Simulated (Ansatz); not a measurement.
## Ligand exchange through a proton shuttle

Start structure (Si₂H₇ClO₃F₂, closed shell), relaxed at PBE0-D4/def2-TZVP:

Si1  (-1.322, 0.314, 0.327)
O2  (0.128, 0.228, -0.458)
Si3  (0.476, 0.770, -1.992)
F4  (-2.031, -1.080, 0.612)
F5  (-2.218, 0.718, -0.963)
Cl6  (-1.791, 2.024, 1.395)
H7  (0.465, -0.789, 1.793)
O8  (-0.294, -0.173, 1.988)
H9  (1.450, -1.192, 0.196)
O10  (1.665, -1.614, 1.041)
H11  (0.163, 2.212, -2.123)
H12  (1.938, 0.554, -2.145)
H13  (-0.244, -0.022, -3.016)
H14  (0.043, 0.610, 2.434)
H15  (1.571, -2.561, 0.911)
(Å)

The step: Si₂H₃ClOF₂ ([F][Si]([F])([Cl])[O][SiH3]) + H₂O + H₂O → SiHClOF₂ ([OH][Si]([F])([F])[Cl]) + SiH₄O ([OH][SiH3]) + H₂O; bonds formed: O2–H9, H7–O10; dative contacts that become bonds: Si1–O8; bonds broken: H7–O8, H9–O10. Program: Ansatz 0.2.0. Basis: def2-TZVPP and def2-QZVPP. Cores are frozen in the correlated methods. Extrapolation: Hartree–Fock as exp(−7.88 √X), correlation as X^−2.97. Energies below are by CCSD(T) at an estimated basis limit (MP2 extrapolated from triple and quadruple zeta, plus CCSD(T) − MP2 in triple zeta).

Q: What are the electronic barrier and the energy of the step, from the start structure to the end structure? (To be estimated.)

A: The calculation gives: Barrier 0.675 eV; step energy 0.319 eV (uphill); reverse barrier, their difference, 0.355 eV. Barrier and step energy count from the start structure, the reverse barrier from the end structure.

The saddle point: One imaginary mode of 265i cm⁻¹.
| pair | start (Å) | saddle (Å) | end (Å) |
| --- | --- | --- | --- |
| Si1–O8 | 2.01 | 1.70 | 1.63 |
| O2–H9 | 2.05 | 1.35 | 1.03 |
| H7–O10 | 1.64 | 1.04 | 0.96 |
| H7–O8 | 1.00 | 1.55 | 4.88 |
| H9–O10 | 0.97 | 1.11 | 1.51 |

Zero-point energy (harmonic, PBE0-D4): ZPE is 2.448 eV at the start and 2.413 eV at the saddle, so the barrier goes from 0.675 to 0.640 eV.

T1 diagnostic: at most 0.012.

Labels in which every atom is bracketed show which atoms are joined, not bond orders.

For scale, one of the runs: CCSD(T)/def2-TZVPP, 379 basis functions, launched by `ansatz run in.yaml --threads 4 --pin off --events-out ev --progress --plain --max-ram 66560MiB --backend cuda --devices 0, --max-vram 37GiB`. The run took 31 s on 4 CPU threads of an AMD EPYC 7R13 and a share of one NVIDIA H100 (shared host), with 0.92 GiB of host memory at its peak.
